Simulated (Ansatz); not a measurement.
Saddle point of BSiH₅Cl₂O, singlet (BHCl₂ ([Cl][BH][Cl]) + SiH₄O ([OH][SiH3]) → BHCl₂O ([OH][B]([Cl])[Cl]) + SiH₄; bonds formed: H2–Si5; dative contacts that become bonds: B1–O6; bonds broken: B1–H2, Si5–O6), PBE0-D4/def2-TZVP structure:

| atom | x (Å) | y (Å) | z (Å) |
| --- | --- | --- | --- |
| B1 | -1.0608 | -0.0043 | -0.4874 |
| H2 | -0.0526 | 0.8419 | -0.6819 |
| Cl3 | -1.0818 | -1.0758 | -1.9433 |
| Cl4 | -2.4853 | 1.0527 | -0.2432 |
| Si5 | 1.1127 | 0.3181 | 0.3924 |
| O6 | -0.5884 | -0.6962 | 0.7232 |
| H7 | 0.9332 | 1.0125 | 1.6797 |
| H8 | 1.9954 | 1.1926 | -0.4437 |
| H9 | 1.8147 | -0.9871 | 0.3844 |
| H10 | -0.5870 | -1.6548 | 0.6197 |

Energies are electronic, without zero-point energy. Barriers and step energies count from the start structure reached by relaxing down the imaginary mode; all methods use the PBE0-D4 structures, on which another method's saddle can fall below an end. Ansatz 0.2.0; basis: def2-TZVPP, with def2-QZVPP for the basis limit; cores frozen in the correlated methods. B3LYP uses VWN-RPA correlation. Extrapolation: Hartree–Fock as exp(−7.88 √X), correlation as X^−2.97.

```
      method  barrier (eV)  step energy (eV)
       SPW92         0.581            -0.006
      PBE-D4         0.635            -0.260
     BLYP-D4         0.804            -0.316
   r2SCAN-D4         0.751            -0.216
      B97M-V             ?            -0.329
     PBE0-D4         0.738            -0.185
    B3LYP-D4         0.873            -0.249
  r2SCAN0-D4         0.817            -0.156
    BHLYP-D4         0.993            -0.169
CAM-B3LYP-D4         0.931            -0.187
     wB97X-V         0.872            -0.167
     wB97M-V             ?            -0.166
      B2PLYP         0.904            -0.237
    PBE-QIDH         0.833            -0.116
  RPA on PBE         0.871            -0.237
          HF             ?            -0.364
         MP2         0.882            -0.112
        CCSD         0.941            -0.195
     CCSD(T)         0.886            -0.185
```

Problem. Fill in the withheld barriers. (To be estimated.)

Solution. Computed: HF 1.236; B97M-V 0.767; wB97M-V 0.848 eV. Each is the energy of the saddle less that of the start structure, by the same method.

For comparison, the barrier by CCSD(T) at an estimated basis limit (MP2 extrapolated from triple and quadruple zeta, plus CCSD(T) − MP2 in triple zeta) is 0.897 eV.

T1 diagnostic: at most 0.012.

Ligand swaps between two centres remove the fluorinated layer in thermal atomic layer etching, and scramble precursors in the gas phase.

Labels in which every atom is bracketed show which atoms are joined, not bond orders.

For scale, one of the runs: CCSD(T)/def2-TZVPP, 258 basis functions, launched by `ansatz run in.yaml --threads 8 --pin off --events-out ev --progress --plain --max-ram 19148MiB`. Hardware: 8 CPU threads of an Intel Xeon 6975P-C, shared host. Wall time 23 s; peak host memory 6.3 GiB.
